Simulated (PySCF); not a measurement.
C₄H₉KO. Atoms are numbered in the order given.

```xyz
15

K      0.0000     0.0000     2.5487
O      0.0000     0.0000     0.3016
C      0.0000     0.0000    -1.0679
C      1.2547    -0.7244    -1.6068
C      0.0000     1.4488    -1.6068
C     -1.2547    -0.7244    -1.6068
H      1.3048    -0.7533    -2.7103
H      2.1592    -0.2174    -1.2297
H      1.2678    -1.7612    -1.2297
H      0.8913     1.9786    -1.2297
H      0.0000     1.5066    -2.7103
H     -0.8913     1.9786    -1.2297
H     -1.2678    -1.7612    -1.2297
H     -2.1592    -0.2174    -1.2297
H     -1.3048    -0.7533    -2.7103
```

Geometry optimised at r2SCAN-D4/def2-SVP. The isomer is the one that the SMILES or the coordinates give; other isomers of the formula were not compared.

The numbers are results of TDA-PBE0/def2-SVPD (PySCF 2.14.0), not measurements.

Vertical excitations; the highest root listed may be one member of a degenerate set. Gas-phase values at a fixed geometry. State labels are in the subgroup Cs.

| state | symmetry | energy (eV) | λ (nm) | f | main pairs |
|---|---|---|---|---|---|
| S1 | A" | 2.78 | 446 | 0.006 | HOMO→LUMO (degenerate set) |
| S2 | A' | 2.78 | 446 | 0.006 | HOMO−1→LUMO (degenerate set) |
| S3 | A' | 4.10 | 302 | 0.000 | HOMO−1→LUMO+1, HOMO→LUMO+2 (degenerate set) |
| S4 | A" | 4.10 | 302 | 0.000 | HOMO→LUMO+1, HOMO−1→LUMO+2 (degenerate set) |
| S5 | A" | 4.12 | 301 | 0.000 | HOMO−1→LUMO+2 49 %, HOMO→LUMO+1 49 % |
| S6 | A' | 4.19 | 296 | 0.012 | HOMO→LUMO+2 50 %, HOMO−1→LUMO+1 49 % |
| T1 | A" | 2.74 | 452 | 0 | HOMO→LUMO (degenerate set) |
| T2 | A' | 2.74 | 452 | 0 | HOMO−1→LUMO (degenerate set) |
Triplets are in the Tamm–Dancoff approximation.
